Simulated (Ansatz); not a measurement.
C2H3GaS (`C=[C]1[S][GaH]1`). Charge 0, multiplicity 1. Correlated methods include outer-core shells of Ga, which these sets cover unevenly. Scalar relativity is left out up to krypton.

```xyz
7

C    -0.598   -1.032   -0.808
C    -0.193   -0.018   -0.060
S    -1.070    1.405    0.621
Ga    1.080    0.992    0.905
H     0.098   -1.802   -1.121
H    -1.631   -1.127   -1.131
H     2.314    1.581    1.593
```

Task: Give the diagnostics of a CCSD(T)/def2-TZVPP run (frozen core, Ansatz 0.2.0). (Best estimate.)

Result: The calculation gave: T1 = 0.0165, largest single amplitude 0.035, largest double 0.059, (T) share of the correlation energy 5.1 %, 11 CCSD cycles. The RHF solution is unstable towards an unrestricted one. T1 lies under the customary mark of 0.02 for closed shells.
